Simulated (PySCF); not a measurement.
Compound: C2H7NOSi.
Atom-mapped SMILES: `[CH3:1]/[CH:2]=[N:3]/[SiH2:4][OH:5]` (hydrogens: H6, H7, H8 on C1; H9 on C2; H10, H11 on Si4; H12 on O5)

Method used: PySCF, PBE0-D3(BJ)/def2-SVP geometry optimisation, gas phase.

(1) Give the optimised bond lengths and angles.

Answers

(1) 
| bond | length (Å) |
| --- | --- |
| C1–C2 | 1.493 |
| C2=N3 | 1.266 |
| N3–Si4 | 1.747 |
| Si4–O5 | 1.661 |
| C1–H6, C1–H7, C1–H8 | 1.101 |
| C2–H9 | 1.116 |
| Si4–H10, Si4–H11 | 1.494 |
| O5–H12 | 0.962 |

Bonds in one row agree within 0.01 Å and their mean is given. A selection of angles:
| angle | degrees |
| --- | --- |
| C2–C1–H6 | 110.1 |
| H6–C1–H7 | 106.4 |
| H6–C1–H8 | 109.9 |
| C1–C2–N3 | 123.5 |
| C1–C2–H9 | 114.3 |
| N3–C2–H9 | 122.2 |
| C2–N3–Si4 | 124.7 |
| N3–Si4–O5 | 109.5 |
| N3–Si4–H10 | 106.6 |
| N3–Si4–H11 | 112.9 |
| O5–Si4–H10 | 111.7 |
| O5–Si4–H11 | 105.5 |
| H10–Si4–H11 | 110.7 |
| Si4–O5–H12 | 115.8 |

Torsions: C1–C2–N3–Si4 -179° (antiperiplanar); C2–N3–Si4–O5 120° (anticlinal); H12–O5–Si4–N3 52° (synclinal). The mirror-image conformer, all signs reversed, is as good.

Si4 (oxygen-bound silicon) is distorted tetrahedral (angles from 105.5° to 112.9°).

Point group: C1 (no symmetry element, even within 0.4 Å). Whether it is a minimum is left open (no frequencies). The numbers are those of one conformer (C2–N3–Si4–O5 120°, N3–Si4–O5–H 52°).
